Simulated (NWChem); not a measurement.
System meant: C3H9B; SMILES CB(C)C

Here is an NWChem input.

```
start job
memory heap 200 mb stack 900 mb global 1100 mb
geometry units angstroms noautoz
  B      0.006942     0.002851    -0.030278
  C      1.162680     1.069405     0.047199
  H      2.070355     0.791799    -0.510799
  H      1.463230     1.109510     1.113595
  H      0.859506     2.092332    -0.224118
  C      0.339272    -1.534766    -0.110564
  H     -0.410209    -2.110628    -0.677254
  H      0.276699    -1.917245     0.927648
  H      1.346287    -1.778704    -0.480592
  C     -1.495267     0.470481     0.025010
  H     -2.206190    -0.295344     0.371251
  H     -1.769134     0.697406    -1.025261
  H     -1.655014     1.406037     0.583768
end
basis spherical
  * library def2-svp
end
dft
  xc xpbe96 cpbe96
  iterations 4
  mulliken
end
task dft energy
```

End of the output:

```
    Atom       Charge   Shell Charges
 -----------   ------   -------------------------------------------------------
    1 B    5     5.05   1.96  0.54  0.23  1.45  0.67  0.19
    2 C    6     6.13   1.96  0.58  0.31  1.90  1.33  0.05
    3 H    1     0.96   0.62  0.27  0.07
    4 H    1     0.93   0.61  0.26  0.07
    5 H    1     0.96   0.63  0.27  0.07
    6 C    6     6.13   1.96  0.58  0.31  1.90  1.33  0.05
    7 H    1     0.95   0.62  0.27  0.07
    8 H    1     0.93   0.61  0.26  0.07
    9 H    1     0.96   0.63  0.27  0.07
   10 C    6     6.13   1.96  0.58  0.31  1.90  1.33  0.05
   11 H    1     0.96   0.63  0.27  0.07
   12 H    1     0.93   0.61  0.26  0.07
   13 H    1     0.96   0.62  0.27  0.07

 center of mass
 --------------
 x =   0.00124330 y =   0.00081476 z =  -0.00620052

 moments of inertia (a.u.)
 ------------------
         249.558774472256           0.000000000000           0.000000000000
           0.000000000000         246.497066277794          -0.000000000000
           0.000000000000          -0.000000000000         463.004111177801

     Multipole analysis of the density
     ---------------------------------

     L   x y z        total         alpha         beta         nuclear
     -   - - -        -----         -----         ----         -------
     0   0 0 0      0.000000    -16.000000    -16.000000     32.000000

     1   1 0 0     -0.006662     -0.003331     -0.003331      0.000000
     1   0 1 0     -0.005679     -0.002839     -0.002839     -0.000000
     1   0 0 1      0.045791      0.022896      0.022896      0.000000

     2   2 0 0    -20.891129    -85.570518    -85.570518    150.249906
     2   1 1 0      0.018374      0.002608      0.002608      0.013158
     2   1 0 1      0.365629     -0.069932     -0.069932      0.505493
     2   0 2 0    -20.834506    -86.553059    -86.553059    152.271612
     2   0 1 1      0.057560     -0.013827     -0.013827      0.085214
     2   0 0 2    -20.008093    -18.197266    -18.197266     16.386439

 ------------------------------------------------------------------------
 dft energy failed                                                                                  0
 ------------------------------------------------------------------------
 ------------------------------------------------------------------------
  current input line :
    26: task dft energy
 ------------------------------------------------------------------------
 ------------------------------------------------------------------------
 This type of error is most commonly associated with calculations not reaching convergence criteria
 ------------------------------------------------------------------------
 For more information see the NWChem manual at https://nwchemgit.github.io

0:dft energy failed:Received an Error in Communication
```

### Question
Can this run be used? If not, why, and what is the fix?

### Answer
Convergence was not reached. Cause: the SCF was allowed too few iterations. This input runs:
```
start job
memory heap 200 mb stack 900 mb global 1100 mb
geometry units angstroms noautoz
  B      0.006942     0.002851    -0.030278
  C      1.162680     1.069405     0.047199
  H      2.070355     0.791799    -0.510799
  H      1.463230     1.109510     1.113595
  H      0.859506     2.092332    -0.224118
  C      0.339272    -1.534766    -0.110564
  H     -0.410209    -2.110628    -0.677254
  H      0.276699    -1.917245     0.927648
  H      1.346287    -1.778704    -0.480592
  C     -1.495267     0.470481     0.025010
  H     -2.206190    -0.295344     0.371251
  H     -1.769134     0.697406    -1.025261
  H     -1.655014     1.406037     0.583768
end
basis spherical
  B library def2-svp
  C library def2-svp
  H library def2-svp
end
dft
  xc xpbe96 cpbe96
  iterations 150
  mulliken
end
task dft energy
```
It converges to -144.26915 Ha (PBE/def2-SVP).
